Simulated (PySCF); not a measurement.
**Ionisation energy of Cu by level of theory**

Cu [Ar] 3d10 4s1 (2S) → Cu⁺ [Ar] 3d10 (1S), as a difference of total energies. Calculation: PySCF 2.14, in aug-cc-pwCVDZ-PP with ECP10MDF; scalar relativity through the core potential. Correlated levels: valence: 3s2 3p6 frozen. The calculations carry no spin-orbit coupling.

```json
{"method": "UHF", "ionisation energy (eV)": "6.596", "error (eV)": "-1.130"}
{"method": "MP2 (valence)", "ionisation energy (eV)": "7.551", "error (eV)": "-0.175"}
{"method": "SCS-MP2 (valence)", "ionisation energy (eV)": "7.397", "error (eV)": "-0.329"}
{"method": "CCSD (valence)", "ionisation energy (eV)": "7.403", "error (eV)": "-0.323"}
{"method": "CCSD(T) (valence)", "ionisation energy (eV)": "7.537", "error (eV)": "-0.189"}
```

Reference: 7.726 eV (measured; NIST Atomic Spectra Database, ionization energies).

Errors of the correlated levels include the incompleteness of this basis and the frozen core.
